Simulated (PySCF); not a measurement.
Relaxation of triplet MoH₄

All numbers come from PySCF, UPBE0, basis Mo def2-TZVP with ECP28, H def2-TZVP (scalar-relativistic core potentials, no spin–orbit coupling, density fitting). A (50,194) grid was used.

A hand-made see-saw start, of C2v symmetry, held to at least that symmetry:

```xyz
5
charge 0 multiplicity 3, angstrom
Mo    0.0000    0.0000   -0.0236
H     0.0000    1.6935    0.1246
H     0.0000   -1.6935    0.1246
H     1.3396    0.0000    1.0230
H    -1.3396    0.0000    1.0230
```

Optimiser trace:
```tsv
step	E − E(last) (kJ/mol)	largest gradient (Eh/bohr)
0	154.12	0.04643
1	91.63	0.03300
2	53.11	0.03272
3	40.07	0.02763
4	13.99	0.02592
5	4.13	0.02084
6	0.27	0.00359
7	0.02	0.00145
8	0.00	0.00014
9	0.00	0.00005
```

It ends at C4v with Mo–H 1.658 Å (×4); H–Mo–H 72.0° (×4), H–Mo–H 112.5° (×2) (after a last refinement on a finer grid). A frequency run shows a minimum. Other isomers or separated fragments may lie lower.

Other spin states or occupations of the open shell can lie lower.
